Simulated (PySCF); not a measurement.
Compound: C₆H₁₁N₃S.
Geometry (GFN2-xTB, Å), atoms numbered from 1 in this order:
```xyz
21
C6H11N3S angstrom
C      3.560   -0.051    0.293
S      1.972   -0.831   -0.100
C      0.900    0.502    0.238
C      1.102    1.800    0.674
N     -0.099    2.390    0.762
N     -1.011    1.562    0.418
N     -0.443    0.404    0.094
C     -1.223   -0.734   -0.338
C     -2.179   -1.138    0.780
C     -1.974   -0.370   -1.616
H      4.321   -0.804    0.117
H      3.567    0.252    1.336
H      3.717    0.801   -0.362
H      2.005    2.318    0.917
H     -0.513   -1.545   -0.538
H     -1.626   -1.411    1.675
H     -2.836   -0.304    1.015
H     -2.778   -1.988    0.467
H     -2.571   -1.213   -1.949
H     -1.276   -0.102   -2.406
H     -2.626    0.478   -1.425
```

NICS = −σ at a ghost point: NICS(0) at the centroid of the ring atoms, NICS(1) 1 Å to either side along the normal of their mean plane, zz for the tensor component along that normal. Level: GIAO PBE0/pcSseg-1 (PySCF, non-relativistic, gas phase) on the GFN2-xTB geometry, one conformer.

Ring bond lengths (Å), with Mayer bond orders in brackets: C3–C4 1.385 (1.35), C4–N5 1.341 (1.37), N5–N6 1.279 (1.48), N6–N7 1.329 (1.16), N7–C3 1.355 (1.09).

**Question.** Give the NICS values of each ring in ppm.

**Answer.** 
```csv
ring,type,NICS(0),"NICS(1), two faces","NICS(1)zz, two faces",rms pucker (Å),"centre to ring atoms, mean (Å)"
C3–C4–N5–N6–N7,5-membered ring with 3 N; formal bonds all aromatic,-11.9,-12.5 / -12.5,-30.1 / -30.1,0.00,1.14
```

**Question.** What can be read from them?

**Answer.** 
- C3–C4–N5–N6–N7: mean NICS(1)zz -30.1 ppm, shielded. The ring is flat and has no four-coordinate atom; by the NICS criterion it is aromatic.

**Question.** And the bond-length index? Use HOMA with the parameters of Krygowski (1993).

**Answer.** 
- C3–C4–N5–N6–N7: HOMA 0.96; the largest term is that of N5–N6, α(R − Ropt)² = 0.12. The geometric and the magnetic index point the same way.

**Question.** Give the inner angles of the rings and the Hirshfeld charges of the ring atoms.

**Answer.** 
- C3–C4–N5–N6–N7: C3 104.2° (-0.004 e), C4 107.6° (-0.066 e), N5 109.6° (-0.146 e), N6 109.0° (-0.071 e), N7 109.6° (+0.040 e); sum 540.0° against 540° for a flat convex ring.
